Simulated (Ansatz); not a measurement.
CH₄BBrOSi (`BrB1C[SiH2]O1`), relaxed with RKS PBE-D4/def2-SVP in Ansatz 0.2.0 from a rough embedded geometry. The force threshold is 0.03 eV/Å; the program also tests the step.

Charge 0, multiplicity 1.

Start:

```xyz
9

Br    2.131   -0.179   -2.295
B     1.141    0.188   -0.659
C    -0.424    0.423   -0.480
Si   -0.490   -0.322    1.112
O     1.193   -0.409    0.740
H    -1.033   -0.068   -1.256
H    -0.695    1.555   -0.383
H    -1.048   -1.699    1.037
H    -0.774    0.512    2.183
```

How much energy does the relaxation release, and in how many steps? (An estimate is asked.)

Computed: 1.77 eV, in 7 steps.

Which bonds change most? (An estimate is asked.)

Computed: B2–O5 from 1.522 to 1.374 Å; C3–Si4 from 1.759 to 1.885 Å; Si4–H9 from 1.386 to 1.500 Å.

Give the relaxed structure. (An estimate is asked.)

The calculation gave: 
```xyz
9

Br    2.330    0.176   -1.974
B     0.978   -0.020   -0.619
C    -0.553    0.459   -0.623
Si   -0.439   -0.356    1.072
O     1.226   -0.644    0.580
H    -1.202   -0.017   -1.385
H    -0.708    1.555   -0.656
H    -1.149   -1.657    1.304
H    -0.483    0.504    2.300
```
